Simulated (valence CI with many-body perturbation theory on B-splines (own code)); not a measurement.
# Ba XXXVI: M1 decay

Calculated by valence CI with perturbative core correlation (CI+MBPT): three valence electrons over a frozen Dirac-Fock core [Ar], a basis of 7 s, 7 p, 8 d, 6 f, 4 g, 1 h functions for each j, with the one-electron correlation potential Σ1, the two-electron term Σ2, the three-electron term Σ3, Breit, model QED; selected CI, second order for the rest, scaled by the run's own slope (own B-spline code, finite nucleus).

No measured spectrum was set against this ion. As an estimate, large intervals hold to a few tenths of a per cent, small ones and those within an open d or f shell to about a per cent. Only levels of the ground parity were solved; by the run's estimate the other parity begins above the list, which can be wrong where configurations are misplaced.

Lines 51 to 66 of 66 in falling wavelength, among levels below 77.985 eV, chosen from the decays that carry over 1 % of a level's rate. Wavelengths and rates use the calculated energies. Weak lines are less certain than strong ones. Lines between different terms over intervals too small for the method are left out, as are lines whose strength nearly cancels. The highest levels of a list are the least certain.

Levels are named by their leading jj configuration (3d3/2^4 stands for four electrons in 3d with j = 3/2), which in mixed levels can hold well under half, so a name can repeat and another be missing. Letters in brackets count levels of one name in rising energy.

| λ vac (nm) | Upper | Lower | Type | A (s⁻¹) | Branch % |
| --- | --- | --- | --- | --- | --- |
| 35.53 | (3d3/2 3d5/2^2) J=5/2 [b] | (3d3/2^2 3d5/2) J=5/2 [a] | M1 | 9.53e+02 | 1.9 |
| 33.86 | (3d3/2 3d5/2^2) J=3/2 [b] | (3d3/2^2 3d5/2) J=5/2 [b] | M1 | 2.33e+03 | 1.7 |
| 33.47 | (3d5/2^3) J=9/2 | (3d3/2^2 3d5/2) J=7/2 | M1 | 2.84e+03 | 2.2 |
| 33.45 | (3d3/2 3d5/2^2) J=7/2 [b] | (3d3/2^2 3d5/2) J=5/2 [a] | M1 | 5.06e+03 | 12.6 |
| 31.68 | (3d5/2^3) J=3/2 | (3d3/2^2 3d5/2) J=3/2 | M1 | 9.58e+03 | 7.9 |
| 30.81 | (3d5/2^3) J=5/2 | (3d3/2 3d5/2^2) J=7/2 [a] | M1 | 3.18e+04 | 13.8 |
| 30.62 | (3d3/2 3d5/2^2) J=3/2 [a] | (3d3/2^3) J=3/2 | M1 | 4.93e+03 | 3.4 |
| 30.20 | (3d5/2^3) J=5/2 | (3d3/2^2 3d5/2) J=5/2 [b] | M1 | 2.00e+04 | 8.6 |
| 29.30 | (3d3/2 3d5/2^2) J=1/2 | (3d3/2^3) J=3/2 | M1 | 1.29e+03 | 1.6 |
| 27.80 | (3d5/2^3) J=3/2 | (3d3/2^2 3d5/2) J=5/2 [a] | M1 | 2.17e+04 | 18.0 |
| 26.79 | (3d3/2 3d5/2^2) J=5/2 [a] | (3d3/2^3) J=3/2 | M1 | 2.56e+03 | 4.4 |
| 25.73 | (3d3/2 3d5/2^2) J=3/2 [b] | (3d3/2^2 3d5/2) J=1/2 | M1 | 3.07e+03 | 2.2 |
| 25.46 | (3d3/2 3d5/2^2) J=5/2 [b] | (3d3/2^3) J=3/2 | M1 | 2.74e+03 | 5.5 |
| 24.18 | (3d3/2 3d5/2^2) J=3/2 [b] | (3d3/2^2 3d5/2) J=3/2 | M1 | 5.99e+03 | 4.4 |
| 22.44 | (3d5/2^3) J=5/2 | (3d3/2^2 3d5/2) J=7/2 | M1 | 3.67e+03 | 1.6 |
| 21.85 | (3d3/2 3d5/2^2) J=3/2 [b] | (3d3/2^2 3d5/2) J=5/2 [a] | M1 | 5.54e+03 | 4.1 |
